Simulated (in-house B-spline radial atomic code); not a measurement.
## Ionising neutral antimony with different functionals

Computed with an all-electron radial atomic-structure program (B-spline basis): scalar-relativistic (spin-free X2C) Hamiltonian, Fermi nucleus of rms radius 4.6802 fm, spin-polarised at highest spin, spherical fractional occupations for the functionals, and exact exchange of hybrids averaged over the configuration. The ionisation energy is the difference of two self-consistent energies, [Kr] 4d10 5s2 5p3 → [Kr] 4d10 5s2 5p2, without Breit or QED terms; ε is the level of the shell that loses the electron (its least bound occupied spin orbital). There is no spin-orbit coupling in this Hamiltonian.

```json
{"method": "PBE0", "rung": "global hybrid", "ΔSCF (eV)": "9.06", "-ε(5p) (eV)": "6.52"}
{"method": "B3LYP", "rung": "global hybrid", "ΔSCF (eV)": "8.91", "-ε(5p) (eV)": "6.15"}
{"method": "TPSSh", "rung": "global hybrid", "ΔSCF (eV)": "9.07", "-ε(5p) (eV)": "5.97"}
{"method": "BHandHLYP", "rung": "global hybrid", "ΔSCF (eV)": "8.84", "-ε(5p) (eV)": "7.26"}
{"method": "r2SCAN0", "rung": "global hybrid", "ΔSCF (eV)": "9.30", "-ε(5p) (eV)": "6.77"}
{"method": "B97-1", "rung": "global hybrid", "ΔSCF (eV)": "8.85", "-ε(5p) (eV)": "6.17"}
{"method": "HSE06", "rung": "range-separated hybrid", "ΔSCF (eV)": "9.02", "-ε(5p) (eV)": "6.10"}
{"method": "wB97X", "rung": "range-separated hybrid", "ΔSCF (eV)": "8.73", "-ε(5p) (eV)": "8.49"}
{"method": "CAM-B3LYP", "rung": "range-separated hybrid", "ΔSCF (eV)": "8.91", "-ε(5p) (eV)": "7.59"}
{"method": "LC-wPBE", "rung": "range-separated hybrid", "ΔSCF (eV)": "9.11", "-ε(5p) (eV)": "9.06"}
```

Question: Among the functionals, which spreads more, the ΔSCF values or the orbital energies?

Answer: The orbital energies: ΔSCF values span about 0.57 eV and the orbital energies 3.09 eV; here energy differences depend much less on the functional than eigenvalues do.

Question: How do they compare with the NIST value?

Answer: NIST lists 8.608 eV (measured, ground level to ground level). Errors run from +0.12 to +0.69 eV; wB97X is closest (+0.12 eV), but part of that can be cancellation, since the calculations leave out spin-orbit coupling, Breit-QED terms, multiplet and fine-structure energies.
